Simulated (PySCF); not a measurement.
# TlF: frontier orbitals

LC-ωPBE at R = 2.137 Å; Tl def2-SVPD with ECP60, F def2-SVPD; scalar-relativistic core potentials (PySCF 2.14). State: ¹Σ⁺ (singlet), closed shell. Only the outer orbitals are listed, counted within each symmetry, core potentials removing the inner ones.

```tsv
orbital	occ.	ε (eV)	on Tl (%)	main shells (%)
6σ	2	-14.26	63	61 Tl s, 37 F p
3π	2	-11.67	2	98 F p
3π	2	-11.67	2	98 F p
7σ	2	-10.47	51	49 F p, 38 Tl s, 11 Tl p
4π	0	0.23	102	101 Tl p
4π	0	0.23	102	101 Tl p
8σ	0	1.28	104	72 Tl s, 32 Tl p
```

Which are the highest filled and the lowest empty level, where do they sit, and how wide is the gap?

Highest filled 7σ at -10.47 eV (in %: 49 F p, 38 Tl s, 11 Tl p); lowest empty 4π at 0.23 eV (in %: 101 Tl p); the gap at LC-ωPBE is 10.70 eV. An empty level above zero is unbound, and its energy depends on the basis.

```
bond order (Mayer)                              : 0.32
⟨S²⟩                                            : 0.000
charge on Tl (Mulliken, basis-dependent)        : 0.71
charge on Tl (Löwdin, basis-dependent)          : 0.82
dipole moment (positive dipole means Tl(−)F(+)) : -4.58 D
```

Shares are Mulliken populations and can fall outside 0 to 100 %.

Spin–orbit coupling is left out, which matters for elements this heavy, above all for dissociation energies.
